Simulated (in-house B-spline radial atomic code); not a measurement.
Sc⁶⁺. Computed with a B-spline radial atomic code. Model: all-electron spherical atom, spin shells full or empty, radial basis limit, no spin-orbit coupling: exact exchange with a local potential (Slater, KLI or optimised effective potential, whose far tail is KLI's), no correlation.

Exchange potential has not reached -1/r at the last radius.

The run also made RPA and GW results, which its time includes.

The Slater potential averages the orbital exchange potentials with the orbital densities as weights, KLI adds orbital constants, and the optimised effective potential minimises the exact-exchange energy among local potentials. So their energies lie above Hartree-Fock in the order OEP, KLI, Slater. All fall off as −1/r, unlike LDA and GGA exchange.

Command:
```bash
python run_gw.py task.json out
```
Settings (lengths in bohr, energies in hartree):
```
Z                      21
electrons              15
configuration          [Ne] 3s2 3p3
hamiltonian            nr
method                 slater
lmax                   9
spin_polarised         True
box_radius             9.29
intervals              66
```

Cost of the run: 2.3 s on 1 thread of Arm Neoverse V1, on a shared host.

Given: hamiltonian non-relativistic; mean-field start Slater potential.

Computed: energy above Hartree-Fock 94.79 millihartree; virial ratio -E/T less 1 -0.01536.

```json
{"radius (bohr)": "0.00238", "r times exchange potential up (hartree bohr)": "-0.050849", "r times exchange potential down (hartree bohr)": "-0.050856"}
{"radius (bohr)": "0.00288", "r times exchange potential up (hartree bohr)": "-0.061485", "r times exchange potential down (hartree bohr)": "-0.061494"}
{"radius (bohr)": "0.00349", "r times exchange potential up (hartree bohr)": "-0.074428", "r times exchange potential down (hartree bohr)": "-0.074438"}
{"radius (bohr)": "0.00422", "r times exchange potential up (hartree bohr)": "?", "r times exchange potential down (hartree bohr)": "?"}
{"radius (bohr)": "0.0051", "r times exchange potential up (hartree bohr)": "-0.10837", "r times exchange potential down (hartree bohr)": "-0.10839"}
{"radius (bohr)": "0.00618", "r times exchange potential up (hartree bohr)": "-0.13091", "r times exchange potential down (hartree bohr)": "-0.13093"}
{"radius (bohr)": "0.00747", "r times exchange potential up (hartree bohr)": "-0.15756", "r times exchange potential down (hartree bohr)": "-0.15758"}
{"radius (bohr)": "0.00904", "r times exchange potential up (hartree bohr)": "-0.18952", "r times exchange potential down (hartree bohr)": "-0.18954"}
{"radius (bohr)": "0.0109", "r times exchange potential up (hartree bohr)": "-0.22662", "r times exchange potential down (hartree bohr)": "-0.22664"}
{"radius (bohr)": "0.0132", "r times exchange potential up (hartree bohr)": "-0.27121", "r times exchange potential down (hartree bohr)": "-0.27123"}
{"radius (bohr)": "0.016", "r times exchange potential up (hartree bohr)": "-0.32343", "r times exchange potential down (hartree bohr)": "-0.32344"}
{"radius (bohr)": "0.0194", "r times exchange potential up (hartree bohr)": "-0.38352", "r times exchange potential down (hartree bohr)": "-0.38352"}
{"radius (bohr)": "0.0235", "r times exchange potential up (hartree bohr)": "-0.45091", "r times exchange potential down (hartree bohr)": "-0.45088"}
{"radius (bohr)": "0.0284", "r times exchange potential up (hartree bohr)": "-0.52403", "r times exchange potential down (hartree bohr)": "-0.52396"}
{"radius (bohr)": "0.0344", "r times exchange potential up (hartree bohr)": "-0.60268", "r times exchange potential down (hartree bohr)": "-0.60258"}
{"radius (bohr)": "0.0416", "r times exchange potential up (hartree bohr)": "-0.68197", "r times exchange potential down (hartree bohr)": "-0.68186"}
{"radius (bohr)": "0.0503", "r times exchange potential up (hartree bohr)": "-0.75754", "r times exchange potential down (hartree bohr)": "-0.75751"}
{"radius (bohr)": "0.0609", "r times exchange potential up (hartree bohr)": "-0.82293", "r times exchange potential down (hartree bohr)": "-0.82316"}
{"radius (bohr)": "0.0737", "r times exchange potential up (hartree bohr)": "-0.86833", "r times exchange potential down (hartree bohr)": "-0.86891"}
{"radius (bohr)": "0.0891", "r times exchange potential up (hartree bohr)": "-0.88545", "r times exchange potential down (hartree bohr)": "-0.88523"}
{"radius (bohr)": "0.108", "r times exchange potential up (hartree bohr)": "-0.87944", "r times exchange potential down (hartree bohr)": "-0.87379"}
{"radius (bohr)": "0.131", "r times exchange potential up (hartree bohr)": "-0.8881", "r times exchange potential down (hartree bohr)": "-0.87122"}
{"radius (bohr)": "0.158", "r times exchange potential up (hartree bohr)": "-0.9529", "r times exchange potential down (hartree bohr)": "-0.92644"}
{"radius (bohr)": "0.191", "r times exchange potential up (hartree bohr)": "-1.0722", "r times exchange potential down (hartree bohr)": "-1.0422"}
{"radius (bohr)": "0.231", "r times exchange potential up (hartree bohr)": "-1.2104", "r times exchange potential down (hartree bohr)": "-1.1817"}
{"radius (bohr)": "0.28", "r times exchange potential up (hartree bohr)": "-1.3313", "r times exchange potential down (hartree bohr)": "-1.3077"}
{"radius (bohr)": "0.339", "r times exchange potential up (hartree bohr)": "-1.4028", "r times exchange potential down (hartree bohr)": "-1.3898"}
{"radius (bohr)": "0.41", "r times exchange potential up (hartree bohr)": "-1.396", "r times exchange potential down (hartree bohr)": "-1.4116"}
{"radius (bohr)": "0.496", "r times exchange potential up (hartree bohr)": "-1.2719", "r times exchange potential down (hartree bohr)": "-1.3504"}
{"radius (bohr)": "0.6", "r times exchange potential up (hartree bohr)": "?", "r times exchange potential down (hartree bohr)": "?"}
{"radius (bohr)": "0.726", "r times exchange potential up (hartree bohr)": "-1.2075", "r times exchange potential down (hartree bohr)": "-0.94968"}
{"radius (bohr)": "0.878", "r times exchange potential up (hartree bohr)": "-1.35", "r times exchange potential down (hartree bohr)": "-0.90599"}
{"radius (bohr)": "1.06", "r times exchange potential up (hartree bohr)": "-1.446", "r times exchange potential down (hartree bohr)": "-0.94229"}
{"radius (bohr)": "1.29", "r times exchange potential up (hartree bohr)": "-1.4622", "r times exchange potential down (hartree bohr)": "-0.97724"}
{"radius (bohr)": "1.56", "r times exchange potential up (hartree bohr)": "-1.4122", "r times exchange potential down (hartree bohr)": "-0.99353"}
{"radius (bohr)": "1.88", "r times exchange potential up (hartree bohr)": "-1.3356", "r times exchange potential down (hartree bohr)": "-0.99873"}
{"radius (bohr)": "2.28", "r times exchange potential up (hartree bohr)": "-1.2568", "r times exchange potential down (hartree bohr)": "-0.99986"}
```

Task: What belongs in the row 0.00422?

Result: r times exchange potential up (hartree bohr): -0.089861; r times exchange potential down (hartree bohr): -0.089873.

Task: What belongs in the row 0.6?

Result: r times exchange potential up (hartree bohr): -1.1415; r times exchange potential down (hartree bohr): -1.1613.

```json
{"occupied": "1s up", "level (hartree)": "-168.36", "Hartree-Fock level (hartree)": "-170.02"}
{"occupied": "1s down", "level (hartree)": "-168.34", "Hartree-Fock level (hartree)": "-169.93"}
{"occupied": "2s up", "level (hartree)": "?", "Hartree-Fock level (hartree)": "?"}
{"occupied": "2s down", "level (hartree)": "-22.542", "Hartree-Fock level (hartree)": "-22.972"}
{"occupied": "2p up", "level (hartree)": "?", "Hartree-Fock level (hartree)": "?"}
{"occupied": "2p down", "level (hartree)": "-19.605", "Hartree-Fock level (hartree)": "-19.529"}
{"occupied": "3s up", "level (hartree)": "-5.9888", "Hartree-Fock level (hartree)": "-6.091"}
{"occupied": "3s down", "level (hartree)": "-5.6332", "Hartree-Fock level (hartree)": "-5.4842"}
{"occupied": "3p up", "level (hartree)": "-5.1742", "Hartree-Fock level (hartree)": "-5.0279"}
```

Task: What belongs in the row 2s up?

Result: level (hartree): -22.581; Hartree-Fock level (hartree): -23.047.

Task: What belongs in the row 2p up?

Result: level (hartree): -19.667; Hartree-Fock level (hartree): -19.672.

| empty | level (hartree) |
| --- | --- |
| 3p down | -4.8301 |
| 3d up | -3.9144 |
| 3d down | -3.6248 |
| 4s up | ? |
| 4s down | -2.4994 |
| 4p up | -2.3737 |
| 4p down | ? |
| 4d up | -1.9627 |
| 4d down | -1.8526 |
| 4f up | -1.7065 |

Task: What belongs in the row 4s up?

Result: level (hartree): -2.6511.

Task: What belongs in the row 4p down?

Result: level (hartree): -2.2365.

The highest level, 3p up, differs from Hartree-Fock by -4 eV and the deepest, 1s up, by +45.2 eV: the Slater potential lacks the response part and is deeper than the optimised one throughout, so the top level comes too deep.
